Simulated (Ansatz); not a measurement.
Isolated molecules relaxed with PBE0-D4/def2-TZVP in Ansatz; ΔE leaves out vibrations. CBS: MP2 limit from def2 TZ/QZ plus the TZ coupled-cluster correction, frozen cores. DFT in def2-TZVPP. B3LYP here is the variant with VWN-RPA as its local correlation; programs differ in this. For Sc outer-core shells are correlated without core-valence functions, which leaves a few kJ/mol of doubt a bond. Scalar relativity is left out up to krypton. One conformer a species, not always the lowest.

`CCCOCF` + `[NH2][Sc]([OH])[OH]` → `C[O][Sc]([NH2])[OH]` + `CCOCF`  (substitution at a C–C bond)

CCSD(T)/CBS gives +51.4 kJ/mol.

Another level gave +50.9 kJ/mol. Which?
A. PBE-QIDH/def2-TZVPP
B. B97M-V/def2-TZVPP
C. B3LYP/def2-TZVPP
D. BLYP/def2-TZVPP

A. PBE-QIDH 50.9, B97M-V 44.8, B3LYP 39.6, BLYP 35.6 kJ/mol.

Largest T1 diagnostic among the species: 0.016.

From BLYP to BHLYP (50 % exact exchange), in def2-TZVPP and without D4, ΔE moves by +7.4 kJ/mol. Leaving LDA and LC-ωPBE aside and taking each functional with its dispersion term where it has one, the values, not all of them listed here, spread over 12.0 kJ/mol, from BLYP-D4 to PBE-QIDH. LDA lies +4.9 kJ/mol from PBE without D4. In def2-TZVPP, CCSD(T) changes the Hartree–Fock value by +8.8 kJ/mol (the triples alone add −0.1 kJ/mol) and MP2 by +14.1 kJ/mol.

CCSD(T)/CBS has its own doubt, a few kJ/mol and more with outer-core shells, so smaller differences from it don't rank the levels.
